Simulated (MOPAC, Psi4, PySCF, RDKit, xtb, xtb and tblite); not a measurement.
Internal rotation in C₉H₁₀S, SMILES C=Cc1cccc(SC)c1, singlet. Scanned: dihedral C6–C7–S8–C9; all other coordinates were relaxed at GFN2-xTB. Points at φ and −φ are mirror images.

Geometry of the scan point at 120° (Å):
```
20

C      3.1275     0.9500    -2.0657
C      2.5860     0.2054    -1.1094
C      1.2057     0.2546    -0.6411
C      0.2629     1.1587    -1.1342
C     -1.0301     1.1660    -0.6478
C     -1.4196     0.2665     0.3300
C     -0.4921    -0.6366     0.8264
S     -0.9987    -1.7963     2.0857
C     -0.6594    -3.3583     1.2129
C      0.8077    -0.6384     0.3535
H      4.1619     0.8380    -2.3419
H      2.5740     1.6948    -2.6111
H      3.2044    -0.5274    -0.6048
H      0.5437     1.8648    -1.8997
H     -1.7473     1.8735    -1.0376
H     -2.4279     0.2622     0.7136
H     -1.0250    -4.1515     1.8566
H      0.4073    -3.4752     1.0487
H     -1.1960    -3.3631     0.2690
H      1.5261    -1.3346     0.7624
```

Levels: GFN2-xTB (xtb and tblite); B3LYP/def2-SVP // GFN2-xTB (Psi4); B3LYP-D3(BJ)/def2-SVP // GFN2-xTB (Psi4); PBE/def2-SVP // GFN2-xTB (Psi4); PBE-D3(BJ)/def2-SVP // GFN2-xTB (Psi4); UFF // GFN2-xTB (RDKit); AM1, restricted, heats of formation // GFN2-xTB (MOPAC); PM7, restricted, heats of formation // GFN2-xTB (MOPAC); GFN1-xTB // GFN2-xTB (xtb); RKS-B3LYP/6-31G* = restricted B3LYP/6-31G*, spherical d, density fitting // GFN2-xTB (PySCF); RKS-LDA (SVWN5)/6-31G* = restricted LDA (SVWN5)/6-31G*, spherical d, density fitting // GFN2-xTB (PySCF 2.14.0); RKS-B3LYP/3-21G = restricted B3LYP/3-21G, density fitting // GFN2-xTB in PySCF; RKS-BP86/6-31G* = restricted BP86/6-31G*, spherical d, density fitting // GFN2-xTB run with PySCF 2.14.0.

Least-squares fit of E(φ) = a0 + Σ (a_n cos nφ + b_n sin nφ), n = 1 to 4, to the 12 scan points, in kJ/mol above the lowest point of each profile (levels whose profile four harmonics don't fit are not listed):

```
method                     a0     a1    b1     a2    b2     a3    b3     a4    b4  rms of fit
----------------------  -----  -----  ----  -----  ----  -----  ----  -----  ----  ----------
GFN2-xTB                 3.83  -0.22  0.00  -3.91  0.00   0.05  0.00   0.09  0.00        0.13
B3LYP/def2-SVP           4.01  -0.30  0.00  -2.92  0.00   0.07  0.00  -0.81  0.00        0.12
B3LYP-D3(BJ)/def2-SVP    3.85  -0.12  0.00  -2.97  0.00   0.04  0.00  -0.79  0.00        0.08
PBE/def2-SVP             5.74  -0.27  0.00  -4.84  0.00   0.13  0.00  -0.75  0.00        0.08
PBE-D3(BJ)/def2-SVP      5.64  -0.14  0.00  -4.83  0.00   0.10  0.00  -0.74  0.00        0.06
UFF                     30.78   0.34  0.00  31.78  0.00  -0.46  0.00   1.06  0.00        0.16
AM1                      5.59  -0.16  0.00  -5.68  0.00   0.19  0.00   0.23  0.00        0.08
PM7                      1.67   0.06  0.00  -1.69  0.00   0.09  0.00   0.25  0.00        0.08
GFN1-xTB                 6.10  -0.10  0.00  -6.39  0.00   0.12  0.00   0.31  0.00        0.05
RKS-B3LYP/6-31G*         2.18  -0.22  0.00  -1.44  0.00   0.02  0.00  -0.43  0.00        0.15
RKS-LDA (SVWN5)/6-31G*   5.64  -0.12  0.00  -5.15  0.00   0.04  0.00  -0.42  0.00        0.05
RKS-B3LYP/3-21G          3.08  -0.04  0.00   2.00  0.00  -0.03  0.00  -1.03  0.00        0.04
RKS-BP86/6-31G*          3.42  -0.21  0.00  -2.77  0.00   0.04  0.00  -0.41  0.00        0.11
```
